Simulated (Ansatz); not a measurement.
Input file for Ansatz (a quantum-chemistry and plane-wave program): R-PBE0/def2-TZVPP on CH4GeS (SMILES [CH3][Ge][SH]), a point of a torsion scan.

Ansatz 0.2 input:
```yaml
crystal:
  periodic: [false, false, false]
  atoms:
    - {symbol: C, position_ang: [-1.04747023, -0.06016695, -0.09273073]}
    - {symbol: Ge, position_ang: [0.18416066, 1.56061473, 0.06951548]}
    - {symbol: S, position_ang: [-0.12368672, 2.36727536, -2.00860306]}
    - {symbol: H, position_ang: [-0.52824774, -0.86115327, -0.62274690]}
    - {symbol: H, position_ang: [-1.97819914, 0.14852733, -0.62006920]}
    - {symbol: H, position_ang: [-1.29950286, -0.44063680, 0.89714578]}
    - {symbol: H, position_ang: [-0.95370016, 1.44429850, -2.46958724]}
basis:
  gaussian:
    orbitals: def2-TZVPP
hamiltonian:
  xc: {name: PBE0}
scf: {lower_state_search: off}
```

Output:

```
WARN ansatz: RAYON_NUM_THREADS=1 ignored (pool sized by the plan → 1); use --threads N
Functional definition: PBE0
these checks for a lower state are left out or cut short: stability, starts, cluster_reference, orbital_swaps, neighbouring_geometries, increment
integrals: 0.10 GiB planned
1132 factors; their error is unknown
mean field: 0.84 GiB planned
mean field evaluation 1: about -68437.6551 eV, gradient 5.4e1 eV
mean field evaluation 2: about -68431.4123 eV, gradient 6.9e1 eV
mean field evaluation 4: about -68444.4317 eV, gradient 3.7e0 eV
mean field evaluation 8: about -68444.4570 eV, gradient 5.6e-2 eV
mean field evaluation 16: about -68444.7342 eV, gradient 2.5e-5 eV
mean field -68444.73423309 eV, -2515.2975895587 hartree, gradient 1.6e-6 eV, S^2 0.000000; 0 other end points of the search recorded, 0 dependent functions left out
reference -68444.73425793 eV, -2515.2975904719 hartree; 29, 29 occupied and 148, 148 virtual orbitals, 1132 factors
Total energy: -68444.73425793 eV, -2515.2975904719 hartree
Checks for a lower state left out: stability, starts, cluster_reference, orbital_swaps, neighbouring_geometries, increment
```

The calculation finished and met its thresholds.

Cost: roughly 2.8 core-seconds.
